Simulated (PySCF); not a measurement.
Gas-phase reaction: MoOF4 + 2 O3 = MoO3 + 4 FO

Energies from PySCF, thermal terms from the rigid-rotor harmonic-oscillator model, ideal gas at 1 bar. S°(298 K) at PBE0/def2-TZVP differs from the NASA 1993 table for MoO3 (+7 J/mol/K); whether the harmonic model or the table's entry is off was not settled. † marks an energy on the PBE0/def2-TZVP geometry and frequencies; other levels use their own. MP2 and CCSD(T) freeze the core. Open shells (unrestricted): FO (multiplicity 2, electronic degeneracy 4); the rest are closed-shell singlets. Spin-orbit splitting is ignored; it lowers the true energy and changes the entropy of FO. Mo: scalar-relativistic def2 core potential, no spin-orbit coupling. MP2 isn't extrapolated to the basis-set limit; its ΔH°(298 K) is 1193.4 kJ in def2-SVP and 1224.0 kJ in def2-TZVPP. CCSD(T) isn't extrapolated to the basis-set limit; its ΔH°(298 K) is 1050.8 kJ in def2-SVP and 1076.7 kJ in def2-TZVPP. The harmonic model lacks anharmonicity and excited electronic states, which grow with temperature; levels with a mode under 35 cm⁻¹ are left out. Strong static correlation: O3, MoO3. Soft modes under 120 cm⁻¹ make the harmonic entropy rough for MoOF4. Warning, large T1 diagnostic: MoO3, MoOF4, O3 (CCSD(T)/def2-SVP†).

| level | ΔE electronic, kJ | ΔH°(298 K), kJ | ΔS°(298 K), J/K | ΔG°(800 K), kJ |
|---|---|---|---|---|
| CCSD(T)/def2-SVP† | 1066 | 1051 | 340 | 779 |
| HF/def2-TZVP† | 564 | 548 | 340 | 276 |
| M06-2X/def2-TZVP† | 1041 | 1025 | 340 | 753 |
| MP2/def2-SVP† | 1209 | 1193 | 340 | 922 |
| PBE/def2-TZVP† | 1149 | 1134 | 340 | 862 |
| PBE0/def2-QZVP† | 1081 | 1065 | 340 | 794 |
| PBE0/def2-SVP† | 1088 | 1073 | 340 | 801 |
| PBE0/def2-TZVP | 1057 | 1042 | 340 | 770 |
| r2SCAN/def2-TZVP† | 1122 | 1106 | 340 | 834 |
| LDA/def2-TZVP† | 1355 | 1339 | 340 | 1068 |
| ωB97X-V/def2-TZVP† | 1059 | 1043 | 340 | 772 |
ΔH° is lowest at HF/def2-TZVP† and highest at LDA/def2-TZVP†. No reference value is set beside these.
